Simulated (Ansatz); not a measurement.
Calculated with Ansatz (gas phase, PBE0-D4/def2-TZVP geometries, no zero-point term in ΔE). CCSD(T)/CBS adds triple-zeta CCSD(T) − MP2 to the extrapolated MP2 energy (def2 sets, frozen cores). This one scheme is used for every species, atoms too. For atomizations the MP2-based limit and the directly extrapolated one differ by several kJ/mol either way, and by 10 to 25 for some Ge, Se and Sn compounds, so smaller differences from it don't rank the levels. Functionals use def2-TZVPP. B3LYP here is the variant with VWN-RPA as its local correlation; programs differ in this. No spin–orbit coupling; open shells (•) take unrestricted orbitals. Spin–orbit coupling would lower the free atoms: a little for C, O, S, Si; strongly for In. def2 core potentials past Kr. Bonds to In are less sure, by a few kJ/mol each and by 10 to 20 or more in all where they break to atoms, as the def2 sets lack core-valence functions. One conformer a species, not always the lowest.

`C[O][In]([SH])[O][SiH3]` → C• + 7 H• + In• + 2 O• + S• + Si•  (atomization)

`C[O][In]([SH])[O][SiH3]`:

Cartesian coordinates in Å:
```
C 1.833 0.163 -1.156
O 1.824 0.963 0.003
In 0.275 0.992 1.217
S 0.102 2.259 3.185
O -1.258 -0.150 0.711
Si -1.692 -1.204 -0.450
H 2.780 0.336 -1.677
H 1.020 0.410 -1.851
H 1.769 -0.909 -0.930
H -1.133 1.783 3.423
H -0.745 -2.354 -0.530
H -3.050 -1.732 -0.150
H -1.724 -0.557 -1.794
```

```tsv
level	ΔE (eV)	difference from CCSD(T)/CBS
LDA (SPW92)	51.11	6.06
PBE-D4	45.05	0.00
B3LYP-D4	44.37	-0.68
CAM-B3LYP-D4	44.74	-0.31
BLYP	43.65	-1.40
r2SCANh	44.32	-0.73
BHLYP	42.68	-2.37
LC-ωPBE	44.34	-0.71
MP2/def2-SVP	42.24	-2.81
MP2/def2-TZVPP	44.29	-0.76
CCSD(T)/CBS	45.05	0
```

Largest T1 diagnostic among the species: 0.016.

From BLYP to BHLYP (50 % exact exchange), in def2-TZVPP and without D4, ΔE moves by −0.98 eV: exact exchange takes away binding that semilocal exchange gives to molecules. In def2-TZVPP, CCSD(T) changes the Hartree–Fock value by +11.99 eV (the triples alone add +0.75 eV) and MP2 by +12.65 eV; breaking electron pairs costs correlation energy, which Hartree–Fock lacks. Leaving LDA and LC-ωPBE aside and taking each functional with its dispersion term where it has one, the values, not all of them listed here, spread over 1.93 eV, from BHLYP-D4 to PBE-D4. LDA lies +6.38 eV from PBE without D4, its usual overbinding.
